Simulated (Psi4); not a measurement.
A dimer, HBr ··· H3B (SMILES Br and B); the first 2 atoms form monomer A.

```
6

Br     0.7124     0.0000     0.0000
H     -0.7124     0.0000     0.0000
B      1.0404     1.4978     3.0449
H      0.1572     0.7203     3.2177
H      1.4839     2.1080     3.9644
H      1.4797     1.6657     1.9525
```

Question: What interaction energy does Psi4 1.11 with SAPT0/jun-cc-pVDZ, frozen core give, and which attractive term is the largest?

Answer: Total 4.17 kcal/mol: electrostatics -3.00, exchange 9.68, induction -0.67, dispersion -1.85. The most attractive term is electrostatics.
